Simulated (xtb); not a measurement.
C3H6Cl, SMILES C[C](C)Cl (connectivity only; charge and spin as stated), charge +1, multiplicity 1. All values are semi-empirical tight-binding results from xtb (GFN2-xTB unless named), good for trends rather than for accurate numbers. Geometry: GFN2-xTB. The spin state was assumed, not searched. The isomer is the one that the SMILES or the coordinates give; other isomers of the formula were not compared.

Optimised geometry:

Bonded distances (Å): C1–C2 1.450, C1–H5 1.097, C1–H6 1.096, C1–H7 1.087, C2–C3 1.454, C2–Cl4 1.651, C3–H8 1.095, C3–H9 1.095, C3–H10 1.087. Angles (°): C2–C1–H5 109.6, C2–C1–H6 110.0, C2–C1–H7 113.8, H5–C1–H6 103.5, H5–C1–H7 109.5, H6–C1–H7 109.9, C1–C2–C3 120.8, C1–C2–Cl4 119.7, C3–C2–Cl4 119.5, C2–C3–H8 110.7, C2–C3–H9 110.8, C2–C3–H10 112.6, H8–C3–H9 103.3, H8–C3–H10 109.4, H9–C3–H10 109.6.
Charge +1, spin multiplicity 1.

A frequency run showed that this geometry is not a minimum.

Computed properties:
```json
{
  "point_group_as_xtb_finds_it": "Cs",
  "orbital_gap": "2.94 eV",
  "static polarisability (D4 model)": "47.5 bohr³",
  "solvation energy, GFN2-xTB/ALPB(water)": "-60.8 kcal/mol",
  "solvation energy, GFN2-xTB/ALPB(toluene)": "-45.3 kcal/mol"
}
```

Give the atomic charges and the Wiberg bond orders between heavy atoms. (The exact figures need the calculation; the answer reports its results.)

charges (e) C1 -0.17, C2 0.20, C3 -0.17, Cl4 0.14, H5 0.18, H6 0.18, H7 0.14, H8 0.18, H9 0.18, H10 0.14. Bond orders C1–C2 1.17, C2–C3 1.16, C2–Cl4 1.37.
